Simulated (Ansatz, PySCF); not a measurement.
Molecule: dibromo(difluoro)silane, sum formula SiBr$_{2}$F$_{2}$, charge 0, multiplicity 1. 
Structure (B3LYP-D3(BJ)/def2-TZVP (Ansatz, a quantum-chemistry and plane-wave program) minimum search):
SMILES: F[Si](F)(Br)Br
```xyz
5

Si    -0.0274    -0.6667     0.0171
F     -0.0188    -1.5699     1.3120
F     -0.1128    -1.6312    -1.2299
Br    -1.7949     0.6213     0.0514
Br     1.8397     0.4685    -0.0793
```
Charge 0, spin multiplicity 1.

Dipole moments at this geometry, in debye (magnitudes).

| level | program | dipole (D) |
|---|---|---|
| PBE/def2-TZVPD | Ansatz | 0.81 |
| r2SCAN/def2-TZVPD | Ansatz | 0.78 |
| B3LYP/def2-TZVPD | Ansatz | 0.86 |
| TPSSh/def2-TZVPD | PySCF | 0.78 |
| r2SCANh/def2-TZVPD | Ansatz | 0.80 |
| CCSD(T)/def2-SVPD | Ansatz | 0.92 |
